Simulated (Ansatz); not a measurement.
`N[SiH2][GeH2][NH2]` + `N[Si](O)(Cl)Cl` → `N[SiH2]O[Si](N)(Cl)Cl` + `[NH2][GeH3]`  (cleavage of the Si–Ge bond)

Program: Ansatz. Geometries: PBE0-D4/def2-TZVP. ΔE: electronic, gas phase. CCSD(T)/CBS is the MP2 limit (def2-TZVPP, def2-QZVPP) plus CCSD(T) − MP2 in def2-TZVPP, frozen cores. This one scheme is used for every species. Functionals use def2-TZVPP. B3LYP here is the variant with VWN-RPA as its local correlation; programs differ in this. For Ge outer-core shells are correlated without core-valence functions, which leaves a few kJ/mol of doubt a bond. Scalar relativity is left out up to krypton. Each species was taken in one conformer, which may not be the lowest.

`N[SiH2][GeH2][NH2]`:

Z-matrix (Å, degrees):
```
Si
Ge 1 2.391
N 1 1.729 2 107.0
H 1 1.489 2 110.2 3 115.6
H 1 1.498 2 110.6 3 -126.6
N 2 1.855 1 113.2 3 -60.6
H 2 1.544 1 110.1 3 57.9
H 2 1.541 1 112.1 3 179.2
H 3 1.008 1 119.2 2 162.9
H 3 1.008 1 119.0 2 -57.4
H 6 1.012 2 112.1 1 -70.2
H 6 1.013 2 112.1 1 50.4
```

`N[Si](O)(Cl)Cl`:

Cartesian coordinates in Å:
```
N -0.583 -1.050 -0.264
Si 0.335 0.270 0.264
O -0.258 1.670 -0.308
Cl 0.382 0.553 2.283
Cl 2.243 -0.090 -0.370
H -1.563 -1.104 -0.034
H -0.160 -1.963 -0.313
H -0.396 1.712 -1.257
```

`N[SiH2]O[Si](N)(Cl)Cl`:

Cartesian coordinates in Å:
```
N 0.967 -0.760 -2.159
Si 1.573 -0.584 -0.581
O 0.567 0.203 0.479
Si -1.001 0.481 0.686
N -1.256 1.061 2.245
Cl -1.724 1.872 -0.624
Cl -2.004 -1.266 0.247
H 0.257 -1.442 -2.369
H 0.935 0.016 -2.799
H 1.806 -1.934 -0.021
H 2.801 0.237 -0.635
H -0.789 0.632 3.028
H -2.132 1.484 2.504
```

`[NH2][GeH3]`:

Cartesian coordinates in Å:
```
N -0.402 0.374 1.024
Ge 0.341 -0.076 -0.602
H -1.398 0.541 0.982
H -0.230 -0.308 1.750
H 1.850 -0.244 -0.370
H -0.216 -1.379 -1.224
H 0.056 1.090 -1.561
```

| level | ΔE (kJ/mol) |
| --- | --- |
| B3LYP | -121.1 |
| CCSD(T)/def2-TZVPP | -126.1 |

(1) What does CCSD(T)/CBS give? (An estimate is asked.)

Largest T1 diagnostic among the species: 0.011.

Answers

(1) Computed: -125.7 kJ/mol. The listed levels differ from it by 4.6, -0.4 kJ/mol.

The D4 term adds −6.2 kJ/mol with B3LYP and −3.9 kJ/mol with PBE0; it sums over pairs of atoms, weighted by their polarisabilities, and B3LYP, whose exchange is more repulsive, gets the larger term. In def2-TZVPP, CCSD(T) changes the Hartree–Fock value by +23.1 kJ/mol (the triples alone add +2.7 kJ/mol) and MP2 by +18.3 kJ/mol.
